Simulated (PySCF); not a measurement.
Numbering as in the mapped SMILES `[CH3:1]/[CH:2]=[CH:3]\[CH:4]=[CH:5]\[CH:6]1[CH2:7][CH2:8]1` (H(Xn): hydrogen on atom n). Ha(C7), Ha(C8) are cis to C5 on the ring; Hb(C7), Hb(C8) are trans to C5 on the ring.

Geometry: GFN2-xTB; GIAO shifts from PySCF 2.14.0 with density-fitted response routines, gas phase, non-relativistic, averaged over equivalent atoms.

At KT2/3-21G (96 basis functions, 15 s wall time on 1 thread of an Arm Neoverse V1, shared host):
```
        atoms  δ (ppm)
           C5    117.3
           C3    109.2
           C4    104.8
           C2    104.2
           C6     19.7
           C1     16.4
        C7/C8     11.0
        H(C4)     6.43
        H(C3)     5.78
        H(C2)     5.32
        H(C5)     4.92
        H(C1)     1.99
        H(C6)     1.35
Hb(C7)/Hb(C8)     1.16
Ha(C7)/Ha(C8)     0.73
```

Chemical shifts δ = σref − σ; 13C (σref 207.75), 1H (σref 33.21) against TMS, all at this level.

Estimate the result of repeating the calculation with HSE06/cc-pVDZ.

Answers


```json
{"atoms": "C5", "δ at HSE06/cc-pVDZ": "140.3", "change": "+23.0"}
{"atoms": "C3", "δ at HSE06/cc-pVDZ": "129.6", "change": "+20.4"}
{"atoms": "C4", "δ at HSE06/cc-pVDZ": "124.4", "change": "+19.6"}
{"atoms": "C2", "δ at HSE06/cc-pVDZ": "125.2", "change": "+21.0"}
{"atoms": "C6", "δ at HSE06/cc-pVDZ": "20.9", "change": "+1.2"}
{"atoms": "C1", "δ at HSE06/cc-pVDZ": "16.3", "change": "-0.1"}
{"atoms": "C7/C8", "δ at HSE06/cc-pVDZ": "10.5", "change": "-0.5"}
{"atoms": "H(C4)", "δ at HSE06/cc-pVDZ": "6.79", "change": "+0.36"}
{"atoms": "H(C3)", "δ at HSE06/cc-pVDZ": "6.02", "change": "+0.24"}
{"atoms": "H(C2)", "δ at HSE06/cc-pVDZ": "5.45", "change": "+0.13"}
{"atoms": "H(C5)", "δ at HSE06/cc-pVDZ": "5.10", "change": "+0.18"}
{"atoms": "H(C1)", "δ at HSE06/cc-pVDZ": "1.82", "change": "-0.17"}
{"atoms": "H(C6)", "δ at HSE06/cc-pVDZ": "1.36", "change": "+0.01"}
{"atoms": "Hb(C7)/Hb(C8)", "δ at HSE06/cc-pVDZ": "0.71", "change": "-0.45"}
{"atoms": "Ha(C7)/Ha(C8)", "δ at HSE06/cc-pVDZ": "0.27", "change": "-0.46"}
```

Referencing at the same level of theory: 13C (σref 198.63) and 1H (σref 31.75) vs TMS.

The largest change is at C5 (alkene CH). Cost: 172 basis functions, 54 s wall time on 1 thread of an Arm Neoverse V1, shared host. The order of the carbon signals changes between the two levels.
